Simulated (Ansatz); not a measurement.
System: CH3Te, charge 0, multiplicity 2. It need not be the lowest isomer of its formula. 
Geometry from a B3LYP-D3(BJ)/def2-TZVP (Ansatz, an electronic-structure program) optimisation:
SMILES: C[Te]
```xyz
5

Te     0.2547     0.0887    -0.2003
C     -1.3803    -0.4786     1.0935
H     -1.0225    -1.1553     1.8637
H     -2.1075    -0.9922     0.4653
H     -1.8339     0.4091     1.5241
```
Charge 0, spin multiplicity 2.

Give the harmonic wavenumbers at B3LYP-D3(BJ)/def2-TZVP (Ansatz, finite differences of forces, unscaled).

455, 517, 776, 1254, 1363, 1464, 3057, 3142, 3143 cm⁻¹. Zero-point energy 21.7 kcal/mol.

From these and the geometry, give the ideal-gas thermochemistry at 298.15 K and 1 atm (rigid rotor, harmonic oscillator).

Point group Cs, rotational symmetry number 1. Rotational constants 157.7, 7.344, 7.34 GHz. S(trans) 40.78, S(rot) 21.16, S(vib) 1.69, S(elec, spin only) 1.38, S 65.0 cal/(mol K). H(298) - H(0) 2.74 kcal/mol; G - E(el) 5.0 kcal/mol.
